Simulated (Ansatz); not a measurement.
Reactions of ClF$_{2}$HOSW (`[OH][W]([F])([F])(=[S])[Cl]`).

Program: Ansatz. Geometries: PBE0-D4/def2-TZVP. ΔE: electronic, gas phase. CBS: MP2 limit from def2 TZ/QZ plus the TZ coupled-cluster correction, frozen cores. This one scheme is used for every species. Elements past krypton have def2 core potentials. For W outer-core shells are correlated without core-valence functions, which leaves a few kJ/mol of doubt a bond. One conformer a species, not always the lowest.

Order these by ΔE at CCSD(T)/CBS, lowest first. (An estimate is asked.)
A. `[OH][W]([F])([F])(=[S])[Cl]` + H–F → `[F][W]([F])([F])(=[S])[Cl]` + H₂O
B. `[OH][W]([F])([F])(=[S])[Cl]` + `C=NC(=N)OC` → `C[O][W]([OH])([F])(=[S])[Cl]` + `C=NC(=N)F`
C. `[OH][W]([F])([F])(=[S])[Cl]` + CH₃OH → `C[O][W]([OH])([F])(=[S])[Cl]` + H–F

A (-0.82 eV), C (-0.73 eV), B (-0.23 eV).

Largest T1 diagnostic: 0.022, for `[OH][W]([F])([F])(=[S])[Cl]`.
